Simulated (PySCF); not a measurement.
H6BClO2Si2, SMILES OB(O)[SiH2][SiH2]Cl, GFN2-xTB optimised geometry.

```
12

O     -0.39    -1.63    -0.03
B      0.22    -0.43     0.00
O      1.58    -0.43     0.00
Si    -0.97     1.15     0.00
Si    -2.05     1.53    -2.02
Cl    -0.68     1.47    -3.53
H      0.20    -2.39    -0.06
H      2.04     0.41     0.01
H     -2.04     1.09     1.02
H     -0.24     2.39     0.35
H     -3.06     0.54    -2.41
H     -2.70     2.83    -2.17
```

Density from PBE0/def2-TZVP (PySCF) at that geometry.

Minimum of the electron density along straight lines between bonded atoms, close to the bond critical point (lines longer than 1.1 times the sum of covalent radii, or with two minima, are not listed):

```json
[
 {"bond": "O1–B2", "length / Å": "1.349", "ρ at the minimum / e bohr⁻³": "0.216", "∇²ρ there / e bohr⁻⁵": "1.01", "position (fraction from the first atom)": "0.67"},
 {"bond": "B2–O3", "length / Å": "1.360", "ρ at the minimum / e bohr⁻³": "0.208", "∇²ρ there / e bohr⁻⁵": "0.95", "position (fraction from the first atom)": "0.33"},
 {"bond": "B2–Si4", "length / Å": "1.977", "ρ at the minimum / e bohr⁻³": "0.117", "∇²ρ there / e bohr⁻⁵": "-0.02", "position (fraction from the first atom)": "0.61"},
 {"bond": "Si4–Si5", "length / Å": "2.324", "ρ at the minimum / e bohr⁻³": "0.095", "∇²ρ there / e bohr⁻⁵": "-0.14", "position (fraction from the first atom)": "0.37"},
 {"bond": "Si5–Cl6", "length / Å": "2.041", "ρ at the minimum / e bohr⁻³": "0.099", "∇²ρ there / e bohr⁻⁵": "0.26", "position (fraction from the first atom)": "0.36"},
 {"bond": "O1–H7", "length / Å": "0.960", "ρ at the minimum / e bohr⁻³": "0.359", "∇²ρ there / e bohr⁻⁵": "-2.48", "position (fraction from the first atom)": "0.81"},
 {"bond": "O3–H8", "length / Å": "0.955", "ρ at the minimum / e bohr⁻³": "0.364", "∇²ρ there / e bohr⁻⁵": "-2.55", "position (fraction from the first atom)": "0.81"},
 {"bond": "Si4–H9", "length / Å": "1.472", "ρ at the minimum / e bohr⁻³": "0.120", "∇²ρ there / e bohr⁻⁵": "0.19", "position (fraction from the first atom)": "0.49"},
 {"bond": "Si4–H10", "length / Å": "1.484", "ρ at the minimum / e bohr⁻³": "0.118", "∇²ρ there / e bohr⁻⁵": "0.19", "position (fraction from the first atom)": "0.49"},
 {"bond": "Si5–H11", "length / Å": "1.466", "ρ at the minimum / e bohr⁻³": "0.126", "∇²ρ there / e bohr⁻⁵": "0.18", "position (fraction from the first atom)": "0.49"},
 {"bond": "Si5–H12", "length / Å": "1.465", "ρ at the minimum / e bohr⁻³": "0.126", "∇²ρ there / e bohr⁻⁵": "0.18", "position (fraction from the first atom)": "0.49"}
]
```
